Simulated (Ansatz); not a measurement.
CH6BFO2Si can be A, `CO[SiH2]B(O)F`, or B, `OB([SiH3])OCF`.

Isolated molecules relaxed with PBE0-D4/def2-TZVP in Ansatz; ΔE leaves out vibrations. CCSD(T)/CBS is the MP2 limit (def2-TZVPP, def2-QZVPP) plus CCSD(T) − MP2 in def2-TZVPP, frozen cores. DFT in def2-TZVPP. B3LYP here is the variant with VWN-RPA as its local correlation; programs differ in this. One conformer a species, not always the lowest.

Problem. Which is lower in electronic energy at CCSD(T)/CBS, and by how much? (An estimate is asked.)

Solution. The calculation gave: A, by 162.1 kJ/mol.

Problem. Give E(B) − E(A) in kJ/mol with B2PLYP, PBE-D4, r2SCAN-D4, HF/def2-TZVPP, MP2/def2-TZVPP, B3LYP, B3LYP-D4. (Best estimate.)

Solution. The calculation gave: B2PLYP 161.1, PBE-D4 147.6, r2SCAN-D4 156.0, HF/def2-TZVPP 161.7, MP2/def2-TZVPP 167.4, B3LYP 157.2, B3LYP-D4 157.6. None reverses the order clearly.

Largest T1 diagnostic: 0.013.

From PBE to PBE0 (25 % exact exchange), in def2-TZVPP and without D4, E(B) − E(A) moves by +4.4 kJ/mol.
